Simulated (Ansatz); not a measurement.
Molecule: SbI$_{2}$ (charge +1, singlet). It need not be the lowest isomer of its formula. 
Geometry from a B3LYP-D3(BJ)/def2-TZVP (Ansatz, a first-principles code) optimisation:
```
Sb
I 1 2.6420
I 1 2.6420 2 103.41
```
Charge +1, spin multiplicity 1.

Basis-set convergence of Hartree-Fock and MP2 correlation energies (hartree) with Ansatz. Correlated levels leave the core frozen unless marked. Spin-orbit coupling is left out. The frozen core is the preceding noble-gas configuration, with the filled d and f shells of earlier blocks. In def2 rows, elements after Kr have scalar-relativistic effective core potentials.

The T1 diagnostic of CCSD in the largest basis is 0.025, which is high, so the coupled-cluster rows are less sure than usual.

```tsv
basis	functions	E(HF)	E(corr, MP2)
def2-SVP	78	-832.35111	-0.27378
def2-TZVPP	150	-832.38633	-0.36747
def2-QZVPP	246	-832.39189	-0.41586
```

Extrapolating the two largest sets (X = 3 and 4) as X^-3: E(corr) = (64·(-0.41586) - 27·(-0.36747))/37 = -0.4512 Eh, an estimate of the basis-set limit. The largest set recovers 92.2 % of it, the smallest 60.7 %.
